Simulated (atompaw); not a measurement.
# How hard is this potassium (K) PAW (atompaw) potential?

atompaw 4.2.0.5 input, output lines left out:

```
K 19
GGA-PBESOL scalarrelativistic loggrid 1500 logderivrange -5 5 251
4 4 0 0 0 0
4 0 1
4 1 0
0 0 0
c
c
v
v
c
v
v
2
3.00 2.85 2.75 2.50
n
n
y
0.4
y
1
n
custom polynom2 7 10 vanderbiltortho sinc
3 0 ultrasoft
2.15
2.45
2.30
3.00
3.00
2.75
```

The pseudo-atom Hamiltonian at the reference potential is diagonalised in spherical Bessel functions j_l(qr) that vanish at 20 bohr, with q² up to the cutoff. All-electron valence levels (Ry): 3s -2.5921, 4s -0.1691, 3p -1.3816, 4p -0.0584.

**Question.** How do the lowest levels (Ry) of each channel move with the cutoff, and are there ghosts?

**Answer.**

| cutoff (Ry) | s #1 | s #2 | p #1 | p #2 | d #1 | f #1 | f #2 | Σ f·Δε (mRy) |
| --- | --- | --- | --- | --- | --- | --- | --- | --- |
| 8 | -2.5889 | -0.1679 | -1.3656 | -0.0580 | 0.0151 | 0.0860 | 0.2040 | 103.5 |
| 12 | -2.5908 | -0.1689 | -1.3783 | -0.0581 | 0.0147 | 0.0860 | 0.2040 | 22.5 |
| 15 | -2.5912 | -0.1689 | -1.3792 | -0.0581 | 0.0147 | 0.0860 | 0.2040 | 16.0 |
| 21 | -2.5920 | -0.1691 | -1.3813 | -0.0581 | 0.0145 | 0.0860 | 0.2040 | 2.1 |
| 25 | -2.5921 | -0.1691 | -1.3815 | -0.0581 | 0.0145 | 0.0860 | 0.2040 | 0.4 |
| 35 | -2.5921 | -0.1691 | -1.3815 | -0.0581 | 0.0145 | 0.0860 | 0.2040 | 0.2 |
| 400 | -2.5921 | -0.1691 | -1.3816 | -0.0581 | 0.0144 | 0.0860 | 0.2040 | 0.0 |

Result: no extra level below or beside the all-electron valence levels (s, p, d, f tested); 10 mRy is reached at 18 Ry and 1 mRy at 25 Ry.
